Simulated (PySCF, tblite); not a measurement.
Isomers of C6H7N2 (doublet state), one GFN2-xTB conformer each. Single-point energies are computed at B3LYP/pcH-1 (PySCF, gas phase, no added dispersion term), electronic only. GFN2-xTB treats the open shell by occupation alone, and not every SCF solution was tested for stability.

| SMILES | GFN2-xTB relative energy (kJ/mol) |
| --- | --- |
| C=C(C)/N=[C]/CC#N | 29.6 |
| [H]/N=C1\C[C@@H]2[C]=N[C@H]1C2 | 0.0 |
| [H]/[C]=C(C)\N=C/CC#N | 120.7 |

Conformers: `[CH2:1]=[C:2]([CH3:3])/[N:4]=[C:5]/[CH2:6][C:7]#[N:8]` (doublet state) with C1–C2–N4–C5 95°, N4–C5–C6–C7 0°; `[H]/[C:1]=[C:2]([CH3:3])\[N:4]=[CH:5]/[CH2:6][C:7]#[N:8]` (doublet state) with C1–C2–N4–C5 46°, N4–C5–C6–C7 -98°.

Task: What does B3LYP/pcH-1 give for the same structures?

Result: 
```
                        SMILES  B3LYP/pcH-1 E (Eh)  B3LYP/pcH-1 (kJ/mol)  GFN2-xTB (kJ/mol)  point group
             C=C(C)/N=[C]/CC#N          -342.26338                   0.0               29.6            –
[H]/N=C1\C[C@@H]2[C]=N[C@H]1C2          -342.24601                  45.6                0.0           C1
         [H]/[C]=C(C)\N=C/CC#N          -342.23466                  75.4              120.7           C1
```

GFN2-xTB puts [H]/N=C1\C[C@@H]2[C]=N[C@H]1C2 lowest instead; measured from each level's own lowest isomer, the values differ by up to 45.6 kJ/mol ([H]/N=C1\C[C@@H]2[C]=N[C@H]1C2: 0.0 against 45.6). 

Task: What happens when harmonic zero-point energies from GFN2-xTB frequencies are added?

Result: 
```json
{"SMILES": "C=C(C)/N=[C]/CC#N", "ZPE (kJ/mol)": "294.5", "electronic (kJ/mol)": "0.0", "with ZPE (kJ/mol)": "0.0"}
{"SMILES": "[H]/N=C1\\C[C@@H]2[C]=N[C@H]1C2", "ZPE (kJ/mol)": "312.0", "electronic (kJ/mol)": "45.6", "with ZPE (kJ/mol)": "63.1"}
{"SMILES": "[H]/[C]=C(C)\\N=C/CC#N", "ZPE (kJ/mol)": "293.9", "electronic (kJ/mol)": "75.4", "with ZPE (kJ/mol)": "74.8"}
```

The zero-point energies span 18.1 kJ/mol. The order is unchanged.
